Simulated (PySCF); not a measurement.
PySCF 2.14 output of an unrestricted BP86 calculation on a single atom or ion in cc-pVDZ-X2C, with the spin-free X2C one-electron Hamiltonian (Gaussian nucleus):

```
SCF conv_tol = 1e-09
number electrons alpha = 36  beta = 29
    A. D. Becke.,  Phys. Rev. A 38, 3098 (1988)
    J. P. Perdew.,  Phys. Rev. B 33, 8822 (1986)
cycle= 1 E= -12157.8657441112  delta_E= -0.0121  |g|= 0.321  |ddm|= 0.78
cycle= 2 E= -12157.836293251  delta_E= 0.0295  |g|= 0.558  |ddm|= 2.26
cycle= 3 E= -12157.8773232368  delta_E= -0.041  |g|= 0.0405  |ddm|= 1.48
cycle= 4 E= -12157.8782665503  delta_E= -0.000943  |g|= 0.00834  |ddm|= 0.396
cycle= 5 E= -12157.8784852705  delta_E= -0.000219  |g|= 0.00718  |ddm|= 0.249
cycle= 6 E= -12157.8785677559  delta_E= -8.25e-05  |g|= 0.00321  |ddm|= 0.188
cycle= 7 E= -12157.8785790921  delta_E= -1.13e-05  |g|= 0.00122  |ddm|= 0.0789
cycle= 8 E= -12157.8785804291  delta_E= -1.34e-06  |g|= 0.000224  |ddm|= 0.027
cycle= 9 E= -12157.8785804721  delta_E= -4.29e-08  |g|= 4.9e-05  |ddm|= 0.00556
cycle= 10 E= -12157.8785804731  delta_E= -1.04e-09  |g|= 7.34e-06  |ddm|= 0.000448
cycle= 11 E= -12157.8785804731  delta_E= -3.09e-11  |g|= 1.37e-06  |ddm|= 0.000198
converged SCF energy = -12157.8785804731  <S^2> = 15.751797  2S+1 = 8.0004492
```

The run itself started from symmetry-adapted Hartree-Fock orbitals and held the occupation by maximum overlap, on a logarithmic radial grid, so the iterations belong to that start.

Q: Which element, charge and spin multiplicity is this?

A: Dy⁺ (dysprosium, charge +1), multiplicity 8; the state was [Xe] 4f9 6s1 6p1, one real determinant (an excited configuration).

⟨L²⟩ = 27.47 against 42 for a pure I term, so this real determinant mixes terms. Spin-orbit coupling, absent here, splits the open shell strongly.
